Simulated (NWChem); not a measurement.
System: BSiH₄OF; SMILES FBO[SiH3]

Parts of the log:

```
             Northwest Computational Chemistry Package (NWChem) 7.3.0
             --------------------------------------------------------

 CS  symmetry detected

                             Geometry "geometry" -> ""
                             -------------------------

 Output coordinates in angstroms (scale by  1.889725989 to convert to a.u.)

  No.       Tag          Charge          X              Y              Z
 ---- ---------------- ---------- -------------- -------------- --------------
    1 B                    5.0000    -0.59312857     1.29324159     0.00000000
    2 F                    9.0000     0.65083316     1.76823234     0.00000000
    3 H                    1.0000    -1.51461598     2.06976755     0.00000000
    4 O                    8.0000    -0.80089374    -0.03275527     0.00000000
    5 Si                  14.0000     0.24622039    -1.35493599     0.00000000
    6 H                    1.0000    -0.61262728    -2.56801820     0.00000000
    7 H                    1.0000     1.09772610    -1.32545121     1.22251144
    8 H                    1.0000     1.09772610    -1.32545121    -1.22251144

 Effective nuclear repulsion energy (a.u.)     154.9806661074

      Symmetry information
      --------------------

 Group name             Cs
 Group number              2
 Group order               2
 No. of unique centers     7

                                Z-matrix (autoz)
                                --------

 Units are Angstrom for bonds and degrees for angles

      Type          Name      I     J     K     L     M      Value
      ----------- --------  ----- ----- ----- ----- ----- ----------
    1 Stretch                  1     2                       1.33156
    2 Stretch                  1     3                       1.20504
    3 Stretch                  1     4                       1.34218
    4 Stretch                  4     5                       1.68660
    5 Stretch                  5     6                       1.48633
    6 Stretch                  5     7                       1.49012
    7 Stretch                  5     8                       1.49012
    8 Bend                     1     4     5               132.71714
    9 Bend                     2     1     3               118.98087
   10 Bend                     2     1     4               119.80376
   11 Bend                     3     1     4               121.21538
   12 Bend                     4     5     6               106.32415
   13 Bend                     4     5     7               109.83177
   14 Bend                     4     5     8               109.83177
   15 Bend                     6     5     7               110.26363
   16 Bend                     6     5     8               110.26363
   17 Bend                     7     5     8               110.25170
   18 Torsion                  1     4     5     6         180.00000
   19 Torsion                  1     4     5     7          60.70755
   20 Torsion                  1     4     5     8         -60.70755
   21 Torsion                  2     1     4     5           0.00000
   22 Torsion                  3     1     4     5         180.00000

  pbe96 is a nonlocal functional; adding pw91lda local functional.

                           NWChem Geometry Optimization
                           ----------------------------

 maximum gradient threshold         (gmax) =   0.000450
 rms gradient threshold             (grms) =   0.000300
 maximum cartesian step threshold   (xmax) =   0.001800
 rms cartesian step threshold       (xrms) =   0.001200
 fixed trust radius                (trust) =   0.300000
 source of zmatrix                         =   autoz

          -------------------
          Energy Minimization
          -------------------

 Using diagonal initial Hessian
 Scaling for Hessian diagonals: bonds = 1.00  angles = 0.25  torsions = 0.10

          --------
          Step   0

                                 NWChem DFT Module
                                 -----------------

[...]

      ----------------------
      Optimization converged
      ----------------------

  Step       Energy      Delta E   Gmax     Grms     Xrms     Xmax
  ---- ---------------- -------- -------- -------- -------- --------
@    7    -491.32299445 -3.7D-08  0.00001  0.00000  0.00004  0.00009
                                     ok       ok       ok       ok

                                Z-matrix (autoz)
                                --------

 Units are Angstrom for bonds and degrees for angles

      Type          Name      I     J     K     L     M      Value     Gradient
      ----------- --------  ----- ----- ----- ----- ----- ---------- ----------
    1 Stretch                  1     2                       1.34309   -0.00001
    2 Stretch                  1     3                       1.21383    0.00001
    3 Stretch                  1     4                       1.35314   -0.00001
    4 Stretch                  4     5                       1.70498   -0.00001
    5 Stretch                  5     6                       1.49701   -0.00000
    6 Stretch                  5     7                       1.50108   -0.00000
    7 Stretch                  5     8                       1.50108   -0.00000
    8 Bend                     1     4     5               131.27563    0.00000
    9 Bend                     2     1     3               119.10016    0.00000
   10 Bend                     2     1     4               120.11413    0.00000
   11 Bend                     3     1     4               120.78571   -0.00000
   12 Bend                     4     5     6               105.91636   -0.00000
   13 Bend                     4     5     7               109.99816   -0.00000
   14 Bend                     4     5     8               109.99816   -0.00000
   15 Bend                     6     5     7               110.25653    0.00000
   16 Bend                     6     5     8               110.25653    0.00000
   17 Bend                     7     5     8               110.32723   -0.00000
   18 Torsion                  1     4     5     6         180.00000   -0.00000
   19 Torsion                  1     4     5     7          60.86238   -0.00000
   20 Torsion                  1     4     5     8         -60.86238    0.00000
   21 Torsion                  2     1     4     5           0.00000   -0.00000
   22 Torsion                  3     1     4     5         180.00000   -0.00000

                         Geometry "geometry" -> "geometry"
                         ---------------------------------

 Output coordinates in angstroms (scale by  1.889725989 to convert to a.u.)

[...]

 Rotational Constants
 --------------------
 A=   0.509521 cm-1  (  0.733071 K)
 B=   0.114765 cm-1  (  0.165118 K)
 C=   0.096964 cm-1  (  0.139507 K)

 Temperature                      =   298.15K
 frequency scaling parameter      =   1.0000

 Zero-Point correction to Energy  =   27.824 kcal/mol  (  0.044340 au)
 Thermal correction to Energy     =   31.434 kcal/mol  (  0.050093 au)
 Thermal correction to Enthalpy   =   32.026 kcal/mol  (  0.051037 au)

 Total Entropy                    =   76.584 cal/mol-K
   - Translational                =   38.960 cal/mol-K (mol. weight =  78.0108)
   - Rotational                   =   25.146 cal/mol-K (symmetry #  =        1)
   - Vibrational                  =   12.478 cal/mol-K

 Cv (constant volume heat capacity) =   17.939 cal/mol-K
   - Translational                  =    2.979 cal/mol-K
   - Rotational                     =    2.979 cal/mol-K
   - Vibrational                    =   11.980 cal/mol-K

[normal modes left out]

 ----------------------------------------------------------------------------
 Normal Eigenvalue ||           Projected Infra Red Intensities
  Mode   [cm**-1]  || [atomic units] [(debye/angs)**2] [(KM/mol)] [arbitrary]
 ------ ---------- || -------------- ----------------- ---------- -----------
    1       -0.000 ||    0.000154           0.004         0.150       0.021
    2       -0.000 ||    0.000040           0.001         0.039       0.005
    3        0.000 ||    0.000035           0.001         0.034       0.005
    4        0.000 ||    0.000055           0.001         0.053       0.007
    5        0.000 ||    0.000161           0.004         0.157       0.022
    6        0.000 ||    0.000405           0.009         0.395       0.055
    7       53.218 ||    0.000016           0.000         0.016       0.002
    8       99.559 ||    0.001793           0.041         1.748       0.245
    9      193.147 ||    0.001696           0.039         1.654       0.232
   10      545.600 ||    0.022638           0.522        22.068       3.090
   11      691.286 ||    0.046707           1.078        45.532       6.375
   12      705.507 ||    0.039877           0.920        38.874       5.442
   13      718.401 ||    0.039736           0.917        38.737       5.423
   14      880.144 ||    0.039323           0.907        38.334       5.367
   15      911.615 ||    0.053528           1.235        52.182       7.306
   16      917.001 ||    0.069512           1.604        67.764       9.487
   17      935.631 ||    0.307832           7.102       300.090      42.013
   18     1069.956 ||    0.010105           0.233         9.851       1.379
   19     1164.320 ||    0.137417           3.170       133.961      18.755
   20     1400.766 ||    0.557015          12.851       543.005      76.022
   21     2182.483 ||    0.058296           1.345        56.830       7.956
   22     2192.784 ||    0.115093           2.655       112.198      15.708
   23     2211.508 ||    0.101591           2.344        99.036      13.865
   24     2599.545 ||    0.155465           3.587       151.555      21.218
 ----------------------------------------------------------------------------
```

Level: PBE/def2-SVP. 

**Question.** Reconstruct the input file.

**Answer.** Several could match; the one computed here: the input that was run:
```
start job
memory heap 200 mb stack 900 mb global 1100 mb
geometry units angstroms
  B     -0.250896     1.186600     0.722401
  F      1.017239     1.506768     0.472635
  H     -0.916141     1.924922     1.403915
  O     -0.765585     0.055380     0.215577
  Si    -0.116501    -1.163792    -0.752369
  H     -1.207108    -2.150018    -0.969446
  H      1.030335    -1.808268    -0.052453
  H      0.329120    -0.592206    -2.054359
end
basis spherical
  * library def2-svp
end
dft
  xc xpbe96 cpbe96
  iterations 150
end
driver
  maxiter 120
end
task dft optimize
task dft freq
```
